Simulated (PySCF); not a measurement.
# Electron correlation in Ar⁺ (argon, charge +1)

[Ne] 3s2 3p4 3d1, one real determinant (an excited configuration). Computed with PySCF 2.14 in aug-cc-pCVTZ-DK, with scalar relativity by spin-free X2C-1e. Frozen: [Ne]; 7 electrons correlated.

| level | correlation energy (mhartree) |
| --- | --- |
| CCSD | -170.97 |
| (T) | -7.18 |
| CCSD(T) | -178.15 |

Diagnostics: T1 = 0.0080, D1 = 0.0259, largest double amplitude 0.124.

Is a single reference adequate?

Mostly. T1 lies below 0.03, but a double amplitude of this size points to a near-degeneracy that CCSD handles and MP2 describes poorly.

The reference is one real determinant that mixes LS terms of this configuration.
